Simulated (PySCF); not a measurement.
# Energy of I⁻ (iodine, charge -1) between two integer charges

The 5p beta orbital of [Xe] is emptied in steps (occupation f), with all orbitals relaxed, ending at [Kr] 4d10 5s2 5p5. Computed with PySCF 2.14 in aug-cc-pVDZ-PP with ECP28MDF, with scalar relativity through the core potential. The exact energy is a straight line in f; departures are measured from the line between the end points of the same method.

```tsv
f	UHF (eV)	LDA (eV)	PBE (eV)	PBE0 (eV)	r2SCAN (eV)	LC-wPBE (eV)	BHandHLYP (eV)	BLYP (eV)
1	0.000	0.000	0.000	0.000	0.000	0.000	0.000	0.000
0.75	0.180	-0.641	-0.618	-0.425	-0.575	0.045	-0.243	-0.628
0.5	0.224	-0.869	-0.835	-0.574	-0.767	0.056	-0.334	-0.851
0.25	0.158	-0.661	-0.632	-0.434	-0.575	0.040	-0.257	-0.647
0	0.000	0.000	0.000	0.000	0.000	0.000	0.000	0.000
```

| method | E(f=0) − E(f=1) (eV) | −ε at f=1 (eV) | −ε at f=0.5 (eV) |
| --- | --- | --- | --- |
| UHF | 2.397 | 3.431 | 2.339 |
| LDA | 3.549 | 0.192 | 3.496 |
| PBE | 3.299 | 0.055 | 3.261 |
| PBE0 | 3.300 | 1.065 | 3.277 |
| r2SCAN | 3.331 | 0.275 | 3.335 |
| LC-wPBE | 3.260 | 3.527 | 3.246 |
| BHandHLYP | 3.204 | 1.951 | 3.167 |
| BLYP | 3.200 | -0.087 | 3.148 |

Orbital energy along the path (eV):

| f | UHF | LDA | PBE | PBE0 | r2SCAN | LC-wPBE | BHandHLYP | BLYP |
| --- | --- | --- | --- | --- | --- | --- | --- | --- |
| 1 | -3.431 | -0.192 | -0.055 | -1.065 | -0.275 | -3.527 | -1.951 | 0.087 |
| 0.75 | -2.825 | -1.793 | -1.616 | -2.143 | -1.793 | -3.364 | -2.525 | -1.483 |
| 0.5 | -2.339 | -3.496 | -3.261 | -3.277 | -3.335 | -3.246 | -3.167 | -3.148 |
| 0.25 | -1.939 | -5.278 | -4.962 | -4.444 | -4.860 | -3.148 | -3.863 | -4.892 |
| 0 | -1.603 | -7.114 | -6.700 | -5.629 | -6.403 | -3.049 | -4.615 | -6.692 |

At f = 1 the orbital energy is positive for BLYP: only the finite basis holds the electron.

Reference removal energy between the ground levels: 3.059 eV (measured; photodetachment measurements, as compiled on the Wikipedia data page of electron affinities). The calculation has no spin-orbit coupling. UHF lacks correlation.
